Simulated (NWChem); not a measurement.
Basis-set convergence for H$_{3}$GaO

SMILES: [OH][GaH2]
```xyz
5

Ga     0.3350    -0.1446     0.0000
H      1.5146     0.8901     0.0000
H      0.3792    -1.7233     0.0000
O     -1.2821     0.6611     0.0000
H     -2.0211     0.0254     0.0000
```
Charge 0, spin multiplicity 1.

Everything below was run with NWChem. Structure: optimised with PBE/def2-SVP, a minimum by its harmonic frequencies. It is one conformer; others weren't searched.

Quantity: LUMO energy at the level PBE0.

The Hamiltonian is non-relativistic. The Pople sets run with spherical d functions. The structure started from a generated list of species.

**Question.** In def2-QZVP the value is -1.29 eV. Among 3-21G, 6-31G*, pcseg-1, def2-SVPD, cc-pVTZ, def2-TZVPP, def2-TZVPD, aug-cc-pVTZ, cc-pVQZ, which is the smallest basis within 0.2 eV of it?

**Answer.** 6-31G*, with 52 functions against 222 (also within reach: pcseg-1, def2-SVPD, cc-pVTZ, def2-TZVPP, def2-TZVPD, aug-cc-pVTZ, cc-pVQZ). def2-QZVP isn't the basis-set limit itself, and a small set can land close by cancellation.

```csv
basis,functions,LUMO energy (eV)
3-21G,37,-0.92
6-31G*,52,-1.14
pcseg-1,56,-1.25
def2-SVPD,85,-1.29
cc-pVTZ,115,-1.22
def2-TZVPP,121,-1.23
def2-TZVPD,121,-1.28
aug-cc-pVTZ,174,-1.33
cc-pVQZ,213,-1.28
def2-QZVP,222,-1.29
```
